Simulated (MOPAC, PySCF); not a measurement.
BFI$_{2}$, SMILES `IB(I)F`, neutral singlet in the gas phase. 

Cartesian coordinates (Å):
```xyz
4

F     -0.0077     1.4954     0.0121
B     -0.0010     0.1855     0.0015
I     -1.8671    -0.8502    -0.0066
I      1.8758    -0.8308    -0.0071
```
Charge 0, multiplicity 1.

All levels are single points at this geometry (B3LYP-D3(BJ)/def2-TZVP); Pople sets use spherical d functions. Orbital energies aren't observables, and empty levels follow the basis.

B3LYP/LANL2DZ in PySCF gives gap (eV) = 5.55.

Question: Estimate the gap (eV) from each of these levels: B3LYP-D3(BJ)/def2-TZVP in PySCF; BP86/6-31G* (LANL2DZ on I) in PySCF; HF/6-31G* (LANL2DZ on I) in PySCF; AM1 in MOPAC; PM6 in MOPAC.

Answer: 
```csv
level,gap (eV)
B3LYP-D3(BJ)/def2-TZVP in PySCF,5.56
BP86/6-31G* (LANL2DZ on I) in PySCF,4.27
HF/6-31G* (LANL2DZ on I) in PySCF,12.37
AM1 in MOPAC,8.87
PM6 in MOPAC,6.79
```
